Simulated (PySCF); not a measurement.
SiH2Cl2, SMILES Cl[SiH2]Cl.

Coordinates come from a B3LYP-D3(BJ)/def2-TZVP optimisation. The isomer is the one that the SMILES or the coordinates give; other isomers of the formula were not compared.

Two levels are set side by side: PBE/def2-TZVPD (PySCF) and CAM-B3LYP/def2-TZVPD (PySCF). Same geometry, gas phase. Differences are taken from unrounded values.

```
quantity                     CAM-B3LYP    PBE  PBE minus CAM-B3LYP
---------------------------  ---------  -----  -------------------
orbital gap (eV)                 11.05   6.58                -4.47
highest occupied level (eV)     -10.53  -7.79                 2.74
lowest empty level (eV)           0.51  -1.21                -1.73
dipole moment (D)                 1.30   1.15                -0.15
mean polarisability (bohr³)       53.9   56.4                  2.5
```

PBE's occupied levels lie high since its potential decays too fast outside the molecule; exact exchange lowers them and widens the gap. Loosely held outer electrons make PBE densities more polarisable. Differences between two approximate levels are no errors against the true value.

Rough cost on one machine, each run with all the roots and properties that it gave: CAM-B3LYP against PBE within a factor of 2.
